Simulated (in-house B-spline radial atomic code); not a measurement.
Radial electron density of Ru⁴⁺, [Kr] 4d4. Method: non-relativistic B3LYP, spin-polarised, spherical fractional occupations, point nucleus. Calculated with a B-spline radial code for spherical atoms.

Caution: exact exchange at fractional occupations of open shells leaves self-interaction of up to several eV.

Columns: r (bohr), 4πr²n(r) (electrons per bohr), bar.

```
 0.00148    1.439 #
  0.0018    2.069 #
  0.0022    2.984 ##
 0.00267    4.218 ###
 0.00326     5.97 ####
 0.00396    8.283 #####
 0.00483    11.41 #######
 0.00588    15.43 ##########
 0.00716    20.45 #############
 0.00871    26.42 #################
  0.0106    33.18 #####################
  0.0129    40.25 ##########################
  0.0157    46.84 ##############################
  0.0192    52.04 #################################
  0.0233    54.57 ###################################
  0.0284    54.15 ###################################
  0.0346    51.29 #################################
  0.0421    48.02 ###############################
  0.0513    47.17 ##############################
  0.0624    50.94 #################################
   0.076    58.84 ######################################
  0.0925    66.64 ###########################################
   0.113    68.55 ############################################
   0.137     62.1 ########################################
   0.167    51.32 #################################
   0.203    45.12 #############################
   0.248    47.85 ###############################
   0.301    53.44 ##################################
   0.367    51.41 #################################
   0.447    38.55 #########################
   0.544    23.08 ###############
   0.663    14.32 #########
   0.807    13.22 ########
   0.982    13.64 #########
     1.2    11.22 #######
    1.46    6.927 ####
    1.77    3.286 ##
    2.16    1.157 #
    2.63   0.3098 
     3.2  0.05935 
     3.9 0.007171 
    4.75 0.0004921
```

On this grid the curve has 4 maxima, near 0.0233, 0.113, 0.301, 0.982 bohr.

The 4p up radial function P(r) = rR(r), positive near the nucleus:

```csv
r (bohr),P
0.0018,0.001208
0.00267,0.002606
0.00396,0.005572
0.00588,0.01178
0.00871,0.02427
0.0129,0.04851
0.0192,0.09338
0.0284,0.1661
0.0421,0.2664
0.0624,0.3593
0.0925,0.3504
0.137,0.1177
0.203,-0.317
0.301,-0.5829
0.447,-0.2003
0.663,0.6517
0.982,1.092
1.46,0.7392
2.16,0.2305
3.2,0.02713
```
